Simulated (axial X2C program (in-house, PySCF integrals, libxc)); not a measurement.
# Potential curves of MgCo, with spin–orbit coupling

Computed with an in-house relativistic program for diatomic molecules. Two-component (2c) means X2C with spin–orbit coupling and atomic mean-field two-electron Coulomb and Gaunt terms. Basis: Co dyall-cv3z [9s10p6d3f2g], Mg dyall-cv3z [9s8p6d3f] (cores contracted in-house); Gaussian nuclei, density fitting, unrestricted open shells. Masses: Co 58.933 u, Mg 23.985 u.

State: Ω = 7/2 (⟨Sz⟩ = 1.50, ⟨Lz⟩ = 2.00 at HF). Energies in cm⁻¹ from the lowest point of each curve. Fits are polynomials in 1 − R0/R over 0.85 to 1.23 times the lowest point R0.

```csv
R (Å),HF,MP2,PBE50,PBE0
2.2315,4751,1675,2502,2089
2.3342,2953,582,1165,863
2.4111,1985,164,548,339
2.4880,1270,0,182,70
2.5650,758,26,12,0
2.6548,360,229,0,104
2.7446,127,555,134,350
2.8600,0,1075,449,804
3.0010,13,1761,953,1464
3.2062,192,2690,1753,2465
```

Correlated methods: 11 electrons correlated (number of frozen shells: Co 3 s, 2 p; Mg 2 s, 1 p), 295 virtual spin orbitals or spinors in MP2.

One determinant describes the state; a PBE0 search over occupations chose it and may have missed a lower one. Density functionals use the spin component along the axis (collinear). Without a current term, density functionals place determinants with orbital angular momentum somewhat too high. With several unpaired electrons one determinant need not be a pure state. The determinant is spin-polarised beyond a pure state at some levels (its spin-free form has ⟨S²⟩ too high), which makes Re and μ there less reliable. The lowest spin-free determinant has another configuration (M_S = 3/2, Λ = 3), so the order of states is uncertain and this need not be the ground state. MP2 and coupled cluster on one determinant become unreliable at the stretched end.

(1) Fit the HF curve near its minimum: give the equilibrium distance and the harmonic wavenumber.

(2) What are Re and ωe at the MP2 level?

(3) What are Re and ωe at the PBE50 level?

(4) What are Re and ωe at the PBE0 level?

## Answers

(1) At HF, 2c: Re = 2.914 Å, ωe ≈ 122 cm⁻¹; Be follows as 0.116 cm⁻¹.

(2) At MP2, 2c: Re = 2.513 Å, ωe ≈ 239 cm⁻¹; Be follows as 0.157 cm⁻¹.

(3) At PBE50, 2c: Re = 2.615 Å, ωe ≈ 204 cm⁻¹; Be follows as 0.145 cm⁻¹.

(4) At PBE0, 2c: Re = 2.559 Å, ωe ≈ 225 cm⁻¹; Be follows as 0.151 cm⁻¹.
